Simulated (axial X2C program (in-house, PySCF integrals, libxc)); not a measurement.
**Correcting the dissociation energy of SnGe for spin–orbit coupling**

A spin-free CCSD(T) curve (one-electron X2C) was computed with an in-house relativistic program for diatomic molecules, basis Sn dyall-cv3z [11s12p9d4f1g], Ge dyall-cv3z [9s9p7d4f1g] (cores contracted in-house), for the state M_S = 1, Λ = 0 (beyond evenly filled blocks: π+α, π-α). It gives D0 = 2.349 eV to Sn + Ge, which in a spin-free picture are the weighted means of the ground terms.

Correlated methods: 8 electrons correlated (number of frozen shells: Sn 4 s, 3 p, 2 d; Ge 3 s, 2 p, 1 d), 296 virtual spin orbitals or spinors in MP2, 90 natural virtuals in coupled cluster.

Measured levels of the ground terms (NIST Handbook of Basic Atomic Spectroscopic Data), in cm⁻¹: Sn 3P: J = 0 at 0, J = 1 at 1691.8, J = 2 at 3427.7; Ge 3P: J = 0 at 0, J = 1 at 557.1, J = 2 at 1410.

The molecular state has Λ = 0, so it has no first-order lowering.

Question: How far does each ground level lie under the (2J+1)-weighted mean of its term?

Answer: Sn: (1 × 0 + 3 × 1691.8 + 5 × 3427.7)/9 = 2468 cm⁻¹; Ge: (1 × 0 + 3 × 557.1 + 5 × 1410)/9 = 969 cm⁻¹.

Question: Correct D0.

Answer: D0 = 2.349 + (0 − 3437)/8065.5 = 1.923 eV at CCSD(T) with these spin–orbit terms.

Second-order spin–orbit effects in the molecule, which grow quickly with Z, are left out. One determinant describes the state; a PBE0 search over occupations chose it and may have missed a lower one. De is counted from the lowest determinant-based energies of the atoms at the same level, without counterpoise correction. Coupled cluster ran in a truncated set of natural virtual spinors; the MP2 energy of the rest was added. (T) has no such correction and the atoms are truncated less, which lowers De at CCSD(T) by a hundredth of an eV or more. Other states lie close and PBE0, whose exact exchange favours high spin, may order them wrongly; the determinant shown need not be the ground state. The nearest other spin-free determinant of the search, M_S = 1, Λ = 1, lies 0.39 eV up at the distance of the search. With the outer-core shells frozen, correlated bond lengths of heavy atoms tend to come out a few hundredths of an ångström too long.
